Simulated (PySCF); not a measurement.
A calculated (r2SCAN, PySCF 2.14, aug-cc-pVDZ-DK, scalar relativity by spin-free X2C-1e) atom or ion has these occupied shells.

| shell | electrons | orbital energy (eV) | rms radius, mean of both spins (bohr) |
| --- | --- | --- | --- |
| 1s | 2 | -9565.8 | 0.0580 |
| 2s | 2 | -1188.9 | 0.245 |
| 2p | 6 | -1031.6 | 0.219 |
| 3s | 2 | -154.04 | 0.732 |
| 3p | 6 | -106.66 | 0.776 |
| 3d | 10 | -30.932 | 1.00 |

Task: Name the element and its charge.

Result: Zn²⁺ (zinc, charge +2), in [Ar] 3d10, closed-shell 1S.
